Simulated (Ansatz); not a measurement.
Molecule: sum formula H₂SiO, net charge 1, doublet state. 
Structure (B3LYP-D3(BJ)/def2-TZVP (Ansatz, a first-principles code) minimum search):
```
Si
O 1 1.6062
H 1 1.4716 2 115.14
H 1 1.4716 3 129.73 2 -180.00
```
Charge +1, spin multiplicity 2.

Basis-set convergence of Hartree-Fock and CCSD correlation energies (hartree) with Ansatz. Valence correlation only, unless marked. UHF or UKS for open shells. Spin-orbit coupling is left out. No relativistic terms.

```json
[
 {"basis": "def2-SVP", "functions": "42", "E(HF)": "-364.45989", "E(corr, CCSD)": "-0.24923"},
 {"basis": "def2-TZVPP", "functions": "101", "E(HF)": "-364.66841", "E(corr, CCSD)": "-0.30875"},
 {"basis": "def2-QZVPP", "functions": "187", "E(HF)": "-364.68106", "E(corr, CCSD)": "-0.32933"}
]
```

Extrapolating the two largest sets (X = 3 and 4) as X^-3: E(corr) = (64·(-0.32933) - 27·(-0.30875))/37 = -0.3443 Eh, an estimate of the basis-set limit. The largest set recovers 95.6 % of it, the smallest 72.4 %.
